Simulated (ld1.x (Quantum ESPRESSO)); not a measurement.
Ranking TM semilocal potentials for S (Z = 16)

All share these settings but for the change named:

ld1.x (Quantum ESPRESSO) 7.5 input, shortened:

```
&input
   title='S', zed=16., rel=0, dft='PZ', iswitch=3,
   config='[Ne] 3s2 3p4'
 /
 &inputp
   pseudotype=1, tm=.true., lloc=0,
   nlcc=.true., rcore=0.85
 /
2
3P  2  1   4.00   0.00  1.15  1.15  0.0
3S  1  0   2.00   0.00  1.10  1.10  0.0
 &test
   configts(1)='3s2 3p4'
 /
```

Cutoff: the first of the cutoffs (Ry, on a coarse ladder) from which the occupation-weighted sum of valence levels, in a spherical-Bessel basis at the reference potential, stays within 10 and 1 mRy of its value at 400 Ry; the density cutoff is not measured.

The base gives 90 Ry.

Of 9 variants that were run, those that failed, showed a ghost or another fault, or gave nearly equal values are left out.

A variant can come out equal or close to the base.

**Question.** Rank these variants from softest to hardest (loose cutoff).
A. scalar-relativistic
B. wave 3p (bound): rc 1.15 bohr becomes 3p (bound): rc 1.32 bohr
C. all radii but the core radius scaled by about 1.25 (s 1.38, p 1.44 bohr)

**Answer.** C (40 Ry), B (70 Ry), A (90 Ry).
